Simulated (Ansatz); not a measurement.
Stepwise reaction of `[GeH3][SiH2][GeH3]` with hydrogen, as a gas-phase model of exchange steps in deposition or etching. ΔE in kJ/mol; ΔG adds harmonic PBE0-D4 terms to CCSD(T)/CBS, at 1 bar.

Program: Ansatz. Geometries: PBE0-D4/def2-TZVP. ΔE: electronic, gas phase. CCSD(T)/CBS is the MP2 limit (def2-TZVPP, def2-QZVPP) plus CCSD(T) − MP2 in def2-TZVPP, frozen cores. This one scheme is used for every species. Functionals use def2-TZVPP. B3LYP here is the variant with VWN-RPA as its local correlation; programs differ in this. For Ge outer-core shells are correlated without core-valence functions, which leaves a few kJ/mol of doubt a bond. Scalar relativity is left out up to krypton.

```tsv
step	reaction	PBE-D4	B3LYP-D4	ωB97M-V	CCSD(T)/CBS	ΔG(500 K)
1	`[GeH3][SiH2][GeH3]` + H₂ → `[SiH3][GeH3]` + GeH₄	12.0	1.2	-1.5	4.4	6.8
2	`[SiH3][GeH3]` + H₂ → SiH₄ + GeH₄	6.4	-4.9	-7.0	-2.2	4.3
```

Question: By hand: ΔE of the 2 steps together at CCSD(T)/CBS.

Answer: (4.4) + (-2.2) = 2.2 kJ/mol, or 1.1 kJ/mol a step.

In ΔE each step is lower than the one before. ΔG lies between 4.3 and 6.8 kJ/mol a step. PBE-D4 differs from CCSD(T)/CBS by 7.6 to 8.6 kJ/mol a step. Isolated molecules leave out the surface, adducts and barriers. Largest T1 diagnostic: 0.012.
